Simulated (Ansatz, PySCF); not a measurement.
Reaction (SMILES): OB(O)P → OB(O)[PH] + H atom (the H-P bond at the site shown breaks; other sites are not compared here)
Geometries: B3LYP-D3(BJ)/def2-TZVP minima from Ansatz (an electronic-structure program), one conformer each, not searched for the lowest.

Wanted: bond dissociation energy (0 K, with B3LYP-D3(BJ) harmonic zero-point energies from PySCF), in kcal/mol. Correlated levels leave the core frozen unless marked. Open shells are spin-unrestricted. Spin-orbit coupling is left out. No relativistic terms. CBS marks a two-point X^-3 extrapolation of the correlation energy; Hartree-Fock from the larger set.

| level | program | bond dissociation energy (kcal/mol) |
|---|---|---|
| PBE-D3(BJ)/def2-TZVPD | Ansatz + dftd3 | 79.5 |
| revPBE-D4/def2-TZVPD | Ansatz + dftd4 | 78.5 |
| r2SCAN-D4/def2-TZVPD | Ansatz + dftd4 | 79.4 |
| PBE0-D3(BJ)/def2-TZVPD | Ansatz + dftd3 | 79.6 |
| r2SCANh-D4/def2-TZVPD | Ansatz + dftd4 | 79.4 |
| B2GP-PLYP-D3(BJ)/def2-TZVPD | Ansatz + dftd3 | 80.5 |
| RPA@PBE/cc-pV(T+d)Z | Ansatz | 79.7 |

Question: Estimate the value at CCSD(T)/CBS(aug-cc-pV(T+d)Z,aug-cc-pV(Q+d)Z) as computed with Ansatz.

Answer: 83.1 kcal/mol
